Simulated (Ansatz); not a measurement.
Reaction (cleavage of the Ge–Si bond): `[OH][GeH]([OH])[SiH3]` + HCl → `[OH][GeH]([OH])[Cl]` + SiH₄

Isolated molecules relaxed with PBE0-D4/def2-TZVP in Ansatz; ΔE leaves out vibrations. CCSD(T)/CBS is the MP2 limit (def2-TZVPP, def2-QZVPP) plus CCSD(T) − MP2 in def2-TZVPP, frozen cores. This one scheme is used for every species. DFT in def2-TZVPP. B3LYP here is the variant with VWN-RPA as its local correlation; programs differ in this. HSE06 is defined as in plane-wave codes. For Ge outer-core shells are correlated without core-valence functions, which leaves a few kJ/mol of doubt a bond. Scalar relativity is left out up to krypton. One conformer a species, not always the lowest.

Problem. Is it downhill or uphill in electronic energy at CCSD(T)/CBS, and by how much? (Estimate.)

Solution. Computed: Downhill: ΔE = -0.83 eV.

Problem. What do these levels give: LDA (SPW92), r2SCAN-D4, r2SCAN0-D4, revPBE, BLYP, B3LYP, r2SCAN0, HSE06, HF/def2-SVP, CCSD/def2-TZVPP, MP2/def2-QZVPP, CCSD/CBS(def2)? (Estimate.)

Solution. Computed: LDA (SPW92) -0.72, r2SCAN-D4 -0.85, r2SCAN0-D4 -0.89, revPBE -0.74, BLYP -0.81, B3LYP -0.87, r2SCAN0 -0.89, HSE06 -0.81, HF/def2-SVP -1.14, CCSD/def2-TZVPP -0.88, MP2/def2-QZVPP -0.91, CCSD/CBS(def2) -0.85 eV.

Problem. What do rigid-rotor, harmonic-oscillator terms from PBE0-D4/def2-TZVP frequencies (298.15 K, 1 bar) make of the CCSD(T)/CBS value? (Estimate.)

Solution. Computed: ΔZPE = +0.03 eV, ΔH = -0.83 eV, ΔS = -18 J/(mol·K), ΔG = -0.78 eV.

Largest T1 diagnostic among the species: 0.013.

At CCSD(T), def2-SVP lies −0.12 eV from the extrapolated value and def2-TZVPP −0.03 eV. From r2SCAN to r2SCAN0 (25 % exact exchange), in def2-TZVPP and without D4, ΔE moves by −0.03 eV. In def2-TZVPP, CCSD(T) changes the Hartree–Fock value by +0.26 eV (the triples alone add +0.02 eV) and MP2 by +0.19 eV.
